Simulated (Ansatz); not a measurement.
# Two-coordinate energy map

LiAlSiH₄O, singlet, PBE0-D4/def2-TZVP minimum:

```xyz
8
angstrom
Li -2.2152 0.9251 -0.3458
Si -0.0756 1.6555 0.2140
O -0.6922 -0.0053 -0.1427
Al 0.1741 -1.4733 -0.1681
H 1.1288 1.7271 -0.6991
H 0.6520 1.4295 1.5212
H -0.6848 -2.7509 -0.5518
H 1.7130 -1.5078 0.1724
```

Rows set the bond length Si2–H5 (Å; 1.513 at the minimum), columns the angle H5–Si2–H6 (°; 98.4), set in this order; the parts move rigidly, in a bend the first-named atom's side turns in the plane, and in a torsion the whole end group turns. CCSD(T) energies count from the value at that structure, in kcal/mol. Computed with Ansatz 0.2.0 (basis: def2-TZVPP); correlated methods freeze the cores. The outer core shell of Li, Na, Mg and K is correlated.

| Si2–H5 \ H5–Si2–H6 | 80.4 | 86.4 | 92.4 | 98.4 | 104.4 | 110.4 | 116.4 |
| --- | --- | --- | --- | --- | --- | --- | --- |
| 1.301 | 16.77 | 13.54 | 11.55 | 10.77 | 11.14 | 12.61 | 15.10 |
| 1.366 | 10.33 | 7.18 | 5.27 | 4.55 | 4.98 | 6.48 | 9.00 |
| 1.461 | 5.85 | 2.84 | 1.05 | 0.43 | 0.93 | 2.48 | 5.03 |
| 1.572 | ? | 2.81 | 1.17 | 0.66 | 1.23 | 2.83 | 5.40 |
| 1.694 | 9.20 | 6.59 | 5.11 | 4.72 | 5.36 | 6.99 | 9.53 |
| 1.827 | ? | 13.16 | ? | 11.58 | 12.28 | 13.90 | 16.38 |
| 1.967 | 23.40 | 21.29 | 20.18 | 20.00 | 20.72 | 22.29 | 24.66 |

Question: Fill in the withheld cells. (An estimate is asked for; the value comes from the calculation.)

Answer: By the calculation: (1.572, 80.4): 5.64; (1.827, 80.4): 15.52; (1.827, 92.4): 11.86 kcal/mol. These count from the CCSD(T) energy at the PBE0-D4 minimum.

The same grid for a cheaper method: r2SCAN-D4 − CCSD(T), both counted from the minimum, in kcal/mol:
```csv
Si2–H5 \ H5–Si2–H6,80.4,86.4,92.4,98.4,104.4,110.4,116.4
1.301,-0.24,-0.03,0.12,0.22,0.26,0.25,0.20
1.366,-0.27,-0.07,0.08,0.18,0.22,0.22,0.17
1.461,-0.36,-0.17,-0.02,0.08,0.12,0.12,0.09
1.572,-0.51,-0.33,-0.19,-0.10,-0.05,-0.04,-0.06
1.694,-0.71,-0.54,-0.41,-0.32,-0.28,-0.26,-0.26
1.827,-0.97,-0.83,-0.72,-0.64,-0.59,-0.57,-0.56
1.967,-1.14,-1.02,-0.93,-0.87,-0.82,-0.79,-0.76
```

The T1 diagnostic stays at or below 0.016.

For scale, one of the runs: CCSD(T)/def2-TZVPP, 190 basis functions (an equivalent command: `ansatz run in.yaml --threads 2`). Time: 44 s of wall clock on 2 CPU threads; the host was shared. Peak host memory: 1.9 GiB.
